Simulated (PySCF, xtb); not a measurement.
Se(H)(Et) (C2H6Se), SMILES CC[SeH]. Atoms are numbered in the order given.

```xyz
9

Se    -0.5569    -0.2165     0.5500
H     -1.5225    -0.0767    -0.5547
C      1.0305    -0.2417    -0.6238
C      1.2546     1.0501    -1.3975
H      0.9417    -1.1120    -1.2897
H      1.8587    -0.4422     0.0730
H      1.3447     1.9102    -0.7172
H      0.4208     1.2509    -2.0885
H      2.1794     0.9802    -1.9957
```
Charge 0, spin multiplicity 1.

Coordinates come from a TPSSh-D3(BJ)/def2-SVP optimisation. One conformer was computed; it need not be the lowest.

These are IEF-PCM-PBE0/def2-SVP (PySCF 2.14.0) values and carry that method's errors.

The values are the electrostatic part of the solvation free energy, E(continuum) − E(gas) at the gas-phase geometry, in a cavity of scaled van der Waals radii (PySCF's table); cavitation and dispersion terms are not included. In vacuum the orbital gap is 6.77 eV. The dipole moment in vacuum is 1.52 D.

| solvent | ε | ΔG(elec) (kcal/mol) | dipole (D) | gap (eV) |
|---|---|---|---|---|
| water | 78.36 | -2.6 | 2.03 | 7.00 |
| acetonitrile | 35.69 | -2.6 | 2.01 | 7.00 |
| 2-propanol | 19.26 | -2.5 | 1.99 | 6.99 |

For comparison, GFN2-xTB/ALPB(water) (xtb, at the GFN2-xTB geometry, all terms of that model) gives -2.0 kcal/mol.
